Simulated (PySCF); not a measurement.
acetate (C2H3O2), SMILES CC(=O)[O-], charge -1.

Geometry: PBE0-D3(BJ)/def2-SVPD.

Calculation: PBE/def2-TZVPD in PySCF.

 A positive occupied level means that this level leaves the electron formally unbound; only the finite basis holds it.

Computed frontier levels, gap, dipole moment and polarisability:
- highest occupied level = 0.41 eV
- lowest empty level = 3.62 eV
- orbital gap = 3.21 eV
- dipole moment about the centre of nuclear charge = 3.39 D
- mean static polarisability = 52.3 bohr³ (7.75 Å³)
- polarisability, principal values = 36.6, 55.8, 64.4 bohr³
